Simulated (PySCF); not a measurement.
Geometry:
| atom | x (Å) | y (Å) | z (Å) |
| --- | --- | --- | --- |
| C1 | 1.890 | 0.319 | -0.827 |
| C2 | 1.001 | -0.402 | -0.166 |
| C3 | -0.049 | 0.173 | 0.704 |
| Si4 | -1.822 | -0.066 | 0.002 |
| Cl5 | -0.043 | -0.670 | 2.299 |
| H6 | 1.921 | 1.393 | -0.744 |
| H7 | 2.616 | -0.133 | -1.480 |
| H8 | 0.990 | -1.480 | -0.255 |
| H9 | 0.164 | 1.220 | 0.922 |
| H10 | -2.750 | 0.531 | 0.958 |
| H11 | -2.048 | -1.500 | -0.145 |
| H12 | -1.869 | 0.616 | -1.292 |

Computational details: σ from GIAO-PBE0/pcSseg-1, GFN2-xTB geometry, in PySCF (isolated molecule, fast rotation and ring inversion assumed for equivalent nuclei, relativity neglected, single conformer).

Referencing at the same level of theory: ¹³C and ¹H and ²⁹Si against TMS; ³⁵Cl vs HCl.

```tsv
atoms	nucleus	count	δ (ppm)
H7	¹H	1	?
C2	¹³C	1	147.3
H8	¹H	1	6.17
C3	¹³C	1	51.7
H9	¹H	1	?
C1	¹³C	1	121.1
H10/H11/H12	¹H	3	4.00
Si4	²⁹Si	1	?
H6	¹H	1	5.49
Cl5	³⁵Cl	1	149
```

Q: Fill in the missing shifts.

A: 
- H7: 5.36 ppm, hydrogen on a terminal =CH2 carbon; attached to an sp2 carbon and in the plane of the double bond
- H9: 3.97 ppm, hydrogen on an allylic sp3 CH bonded to Cl and Si; its carbon carries Cl, which withdraws density
- Si4: -58.2 ppm, silicon bonded to C, 3 H

Carbons that carry Cl, above all several Cl atoms, come out too deshielded, partly because spin–orbit coupling is missing. Shifts are as computed. Against solution values, carbons near 30 ppm lie about +3 ppm off and those near 130 ppm about +5 ppm; carbons on Cl a further +6 ppm. Of 1211 compounds with measured shifts, 218 miss one by over three times the rms of a fit or turn the order of signals round; such compounds aren't used in these exercises.
